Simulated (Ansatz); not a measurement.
Consider the redistribution: `N[SiH]([SiH3])[SiH3]` + `BO[SiH2]F` → `BO[SiH](N)[SiH3]` + `F[SiH2][SiH3]`.

Computed with Ansatz on PBE0-D4/def2-TZVP structures; ΔE is electronic, products minus reactants. CCSD(T)/CBS is the MP2 limit (def2-TZVPP, def2-QZVPP) plus CCSD(T) − MP2 in def2-TZVPP, frozen cores. Each species was taken in one conformer, which may not be the lowest.

```
             level  ΔE (kcal/mol)
SCS-MP2/def2-TZVPP            2.8
CCSD(T)/def2-TZVPP            2.5
```

Q: What does CCSD(T)/CBS give? (Best estimate.)

A: Ansatz gave: +2.5 kcal/mol. The listed levels differ from it by 0.3, 0.0 kcal/mol.

Largest T1 diagnostic among the species: 0.013.
